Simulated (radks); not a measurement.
Question: The mean radii <r> (bohr) of the occupied orbitals of an atom or ion are listed with their occupations. Method: Dirac Kohn-Sham, LDA (Slater exchange, Perdew-Wang correlation), spin-unpolarised, spherical densities, finite nucleus; Fermi nuclear charge, rms radius of each element as measured or else 0.836 A^(1/3) + 0.57 fm; computed with a radial shooting solver on a logarithmic mesh with Libxc functionals.

| orbital | occ. | <r> |
|---|---|---|
| 1s1/2 | 2 | 0.01900 |
| 2s1/2 | 2 | 0.07983 |
| 2p1/2 | 2 | 0.06614 |
| 2p3/2 | 4 | 0.07387 |
| 3s1/2 | 2 | 0.2084 |
| 3p1/2 | 2 | 0.1982 |
| 3p3/2 | 4 | 0.2126 |
| 3d3/2 | 4 | 0.1864 |
| 3d5/2 | 6 | 0.1908 |
| 4s1/2 | 2 | 0.4685 |
| 4p1/2 | 2 | 0.4747 |
| 4p3/2 | 4 | 0.5079 |
| 4d3/2 | 4 | 0.5288 |
| 4d5/2 | 6 | 0.5404 |
| 5s1/2 | 2 | 1.133 |
| 5p1/2 | 2 | 1.260 |
| 5p3/2 | 4 | 1.368 |
| 4f5/2 | 6 | 0.6691 |
| 4f7/2 | 8 | 0.6817 |
| 6s1/2 | 2 | 3.095 |
| 5d3/2 | 0.4 | 2.121 |
| 5d5/2 | 0.6 | 2.193 |

Name the element and its charge. Open shells, if any, are shared by 2j + 1.

Answer: Z = 72, hafnium, charge +1: Hf+ in [Xe] 4f14 5d1 6s2. The 1s radius gives Z: for a bare nucleus <r> = (2 gamma + 1)/(2Z) with gamma = sqrt(1 - (Z/c)^2), 0.01876 bohr for Z = 72, and screening makes it slightly larger (0.01900 here). The occupations add up to 71, and the charge is Z minus that.
